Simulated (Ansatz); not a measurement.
Cost and result for the atomization energy of BrFHInS (`[F][In]([SH])[Br]`) (5 atoms, 4 bonds).

The species carries charge 0 and has multiplicity 1. Correlated methods include outer-core shells of Br, In, which these sets cover unevenly. Scalar relativity is left out up to krypton. In: def2 effective core potential. The geometry is a stationary point of PBE0-D4/def2-TZVP. It is one conformer, not always the lowest. Program: Ansatz. Hardware: A = 2 threads of an AMD EPYC 7R13 on a shared host; B = 2 threads of an AMD EPYC 7R13 on a shared host and a share of an NVIDIA H100 80 GB. Times are those of one run each, without the atoms' runs, and a repeat can differ threefold. Electronic energies, without spin–orbit coupling; frozen cores. CCSD(T)/CBS adds CCSD(T) − MP2 in def2-TZVPP to the MP2 limit, and its time is that of the two runs behind it. T1 = 0.013. With those shells the extrapolation isn't a true limit. B3LYP takes the VWN-RPA correlation (the form of Gaussian; ORCA's B3LYP/G).

CCSD(T)/CBS is a level of theory with its own doubt, some kJ/mol a heavy atom from the limit and from the frozen cores, so smaller differences don't rank the functionals.

| level | functions | wall time | atomization (kJ/mol) | difference from CCSD(T)/CBS | per bond |
| --- | --- | --- | --- | --- | --- |
| PBE-D4/def2-TZVPP (with forces) [A] | 185 | 2.7 s | 1366.0 | 1.2 | 0.3 |
| PBE0-D4/def2-TZVPP [A] | 185 | 3.9 s | 1328.5 | -36.3 | -9.1 |
| r2SCAN-D4/def2-TZVPP (with forces) [A] | 185 | 6 s | 1357.0 | -7.8 | -2.0 |
| B3LYP-D4/def2-TZVPP (with forces) [A] | 185 | 6 s | 1304.2 | -60.6 | -15.1 |
| B2PLYP/def2-TZVPP [A] | 185 | 6.5 s | 1303.8 | -61.0 | -15.2 |
| CCSD(T)/def2-TZVPP [B] | 185 | 7 s | 1300.0 | -64.8 | -16.2 |
| ωB97X-V/def2-TZVPP [A] | 185 | 9.5 s | 1356.6 | -8.2 | -2.0 |
| CCSD(T)/def2-QZVPP [B] | 328 | 11 s | 1344.1 | -20.7 | -5.2 |
| ωB97M-V/def2-TZVPP (with forces) [A] | 185 | 14 s | 1343.1 | -21.7 | -5.4 |
| CCSD(T)/CBS(def2) | – | 18 s | 1364.8 | 0.0 | 0.0 |

The D4 term adds +20.9 kJ/mol with B3LYP and +11.1 kJ/mol with PBE0; it sums over pairs of atoms, weighted by their polarisabilities, and B3LYP, whose exchange is more repulsive, gets the larger term. From PBE to PBE0 (25 % exact exchange), in def2-TZVPP and without D4, the atomization energy moves by −35.9 kJ/mol: exact exchange takes away binding that semilocal exchange gives to molecules. In def2-TZVPP, CCSD(T) changes the Hartree–Fock value by +388.8 kJ/mol (the triples alone add +35.9 kJ/mol) and MP2 by +436.3 kJ/mol; breaking electron pairs costs correlation energy, which Hartree–Fock lacks.

Spin–orbit coupling would lower the free In atoms strongly, and the atomization energy with them, by more than many differences here.
